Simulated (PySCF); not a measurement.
Al(Me)2(OiPr), C₅H₁₃AlO, SMILES CC(C)[O][Al]([CH3])[CH3], GFN2-xTB optimised geometry. Atoms within 1.6 Å of the plane z = 0.0 Å (x, y, z in Å): Al1 (-1.29, -0.01, 0.00), C2 (-2.22, 1.76, 0.00), H3 (-1.90, 2.38, 0.84), H4 (-3.31, 1.67, 0.07), H5 (-2.00, 2.33, -0.91), C6 (-2.22, -1.79, -0.03), H7 (-1.92, -2.38, -0.89), H8 (-3.31, -1.69, -0.05), H9 (-1.97, -2.38, 0.86), O10 (0.36, -0.01, 0.00), C11 (1.75, -0.02, 0.10), C12 (2.21, -1.30, 0.80), C13 (2.22, 1.22, 0.85), H14 (2.16, 0.00, -0.92), H16 (3.30, -1.33, 0.85), H17 (1.86, -2.16, 0.25), H18 (1.86, 2.12, 0.35), H20 (3.31, 1.25, 0.90).

Calculation: CAM-B3LYP/def2-SVP (PySCF). Cells within 0.4 Å of a nucleus heavier than hydrogen are left out (blank, or x).

Map of the electrostatic potential (hartree/e), clipped to [-0.08, 0.12] on the plane z = 0.0 Å:

```
|211111111111222222222222222|
|111111111111122222222222222|
|111111111111112222222222222|
|111111111111112222222222222|
|111111111111112222222222222|
|111111111111111222222222222|
|111111123321111234432222222|
|111223699931111269942222222|
|22238999x982111289963222222|
|2224999xx993100159995332222|
|222399999998400159997433222|
|222234599999956699996433222|
|222222499999999999996332222|
|222222499xx99xx99xx97332222|
|222222499999999999996332222|
|222234499999967799996433222|
|222399999999400269998543222|
|2224999xx993100169996432222|
|22239999x982111299983222222|
|111223699941111279952222222|
|111111134321111235532222222|
|111111111111111222222222222|
|111111111111111222222222222|
|111111111111112222222222222|
|111111111111112222222222222|
|111111111111122222222222222|
|211111111111222222222222222|
```
Scale: ten equal steps from -0.033 (start of '0') to 0.120 (end of '9'), in the order '0123456789'; x runs from -5.50 to 5.50, y from -5.50 (bottom) to 5.50 (top).
